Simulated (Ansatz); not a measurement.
Reaction (cleavage of the Si–Si bond): `C[SiH](O)[Si](O)(O)O` + `C[Si](O)(O)O` → `C[SiH](O)O[Si](C)(O)O` + `O[SiH](O)O`

Gas-phase electronic energies from Ansatz, PBE0-D4/def2-TZVP geometries. CCSD(T)/CBS adds triple-zeta CCSD(T) − MP2 to the extrapolated MP2 energy (def2 sets, frozen cores). DFT in def2-TZVPP. Each species was taken in one conformer, which may not be the lowest.

```json
{"species": "`C[SiH](O)[Si](O)(O)O`", "r2SCAN energy (Eh)": "-922.98348"}
{"species": "`C[Si](O)(O)O`", "r2SCAN energy (Eh)": "-557.03660"}
{"species": "`C[SiH](O)O[Si](C)(O)O`", "r2SCAN energy (Eh)": "-962.36232"}
{"species": "`O[SiH](O)O`", "r2SCAN energy (Eh)": "-517.71297"}
```

**Question.** Work out ΔE.

**Answer.** ΔE = (-962.36232) + (-517.71297) − (-922.98348) − (-557.03660) = -0.05521 Eh = -1.50 eV. CCSD(T)/CBS gives -1.58 eV.

Largest T1 diagnostic among the species: 0.012.

In def2-TZVPP, CCSD(T) changes the Hartree–Fock value by +0.28 eV (the triples alone add +0.04 eV) and MP2 by +0.22 eV. From PBE to PBE0 (25 % exact exchange), in def2-TZVPP and without D4, ΔE moves by −0.13 eV.
